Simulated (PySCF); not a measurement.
## Ionisation energy of Ru⁴¹⁺ by level of theory

Ru⁴¹⁺ [He] 2s1 (2S) → Ru⁴²⁺ 1s2 (1S), as a difference of total energies. Computed with PySCF 2.14 in an even-tempered Gaussian basis (17 s from 17 bohr⁻², ratio 2.2; 8 p from 26 bohr⁻², ratio 2.4; 5 d from 79 bohr⁻², ratio 2.4; 5 f from 120 bohr⁻², ratio 2.4; 4 g from 180 bohr⁻², ratio 2.4), with no relativity, point nucleus. Correlated levels: nothing frozen; virtual orbitals above 40 to 60 times the deepest correlated orbital energy dropped. The calculations carry no spin-orbit coupling.

```tsv
method	ionisation energy (eV)	difference from reference (eV)
UHF	6115.5	-196.2
LDA	6110.3	-201.4
PBE	6119.2	-192.5
PBE0	6118.3	-193.4
r2SCAN	6113.2	-198.5
BLYP	6119.5	-192.2
TPSS	6118.5	-193.2
MP2 (all electrons)	6115.7	-196.0
SCS-MP2 (all electrons)	6115.7	-196.0
```

Reference: 6311.7 eV (theoretical estimate listed by NIST; NIST Atomic Spectra Database, ionization energies).

The gap to the reference is mostly relativistic.
